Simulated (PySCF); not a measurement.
Species: 3-ethylcyclopentanone, C7H12O.
Structure used (PBE0-D3(BJ)/def2-SVP), in Å, numbered top down from 1:
```
atom  x, y, z in Å
C1     2.577   -0.338    0.562
C2     1.585    0.289   -0.405
C3     0.178   -0.279   -0.304
C4    -0.809    0.305   -1.327
C5    -2.185   -0.077   -0.794
C6    -2.017   -0.104    0.720
O7    -2.904   -0.161    1.528
C8    -0.528   -0.044    1.032
H9     2.655   -1.426    0.404
H10    2.279   -0.177    1.610
H11    3.584    0.089    0.438
H12    1.945    0.160   -1.441
H13    1.536    1.380   -0.236
H14    0.231   -1.372   -0.473
H15   -0.616   -0.051   -2.350
H16   -0.703    1.404   -1.342
H17   -3.015    0.582   -1.084
H18   -2.466   -1.100   -1.101
H19   -0.272   -0.737    1.846
H20   -0.321    0.978    1.403
```

Linear response at CAM-B3LYP/def2-SVPD (PySCF, frozen core in the response, non-relativistic).

Static isotropic polarisability: 83.56 au (12.38 Å³), principal values 69.8, 83.8, 97.1 au.

(1) What is the polarisability at 1064 nm and at the sodium D line?

(2) What is the isotropic C6 coefficient between two such molecules, C6 = (3/π)∫α(iω)² dω?

(3) Which effective excitation energy ω̄ makes London's formula C6 = (3/4)α²ω̄ exact here?

(4) What molar refraction at the D line follows from R = (4π/3)·N_A·α′, with α′ the polarisability volume?

(5) What three-body coefficient follows from the one-pole estimate C9 = (3/4)·α·C6?

(6) How anisotropic is the static polarisability, by Δα² = ½[(α1 − α2)² + (α2 − α3)² + (α3 − α1)²]?

(7) How many electrons N does the Slater–Kirkwood formula C6 = (3/4)·√N·α^(3/2) need to give this C6?

(8) What does −C6/R⁶ come to at R = 10 Å between centres?

Answers

(1) 84.11 au at 1064 nm (+0.7 %), 85.41 au at 589.3 nm (+2.2 %). The rise at 589.3 nm is 3.33 times that at 1064 nm; a pure ω² law gives 3.26. The lowest singlet lies at 287 nm, shorter than both wavelengths.

(2) 3140 au (Eh·bohr⁶) by a ten-point quadrature over imaginary frequencies, which is 1880 eV·Å⁶ or 181 J·nm⁶/mol.

(3) ω̄ = 4·C6/(3α²) = 0.600 Eh = 16.3 eV. A one-pole form α(ω) = α/(1 − ω²/ω̄²) fitted to the 1064 nm value gives 14.3 eV.

(4) α′ = 12.66 Å³ gives R = 31.93 cm³/mol, for isolated, non-vibrating species.

(5) 197000 au. This is an estimate from the two numbers above, not a computed integral.

(6) Δα = 23.7 au, or 0.28 of the isotropic value.

(7) N = (4·C6/3)²/α³ = 30.0; the species has 62 electrons in all.

(8) -180 J/mol. This is the leading, orientation-averaged term; C8 and higher terms are left out.

The run took 2.4 min of wall time (grids of density and orbitals included) on Arm Neoverse N1, one thread, shared host with 64 logical CPUs at a one-minute load of 58, and the process peaked at 1.3 GiB of memory. This is the whole response run at CAM-B3LYP/def2-SVPD, SCF included.

One conformer stands for the species.
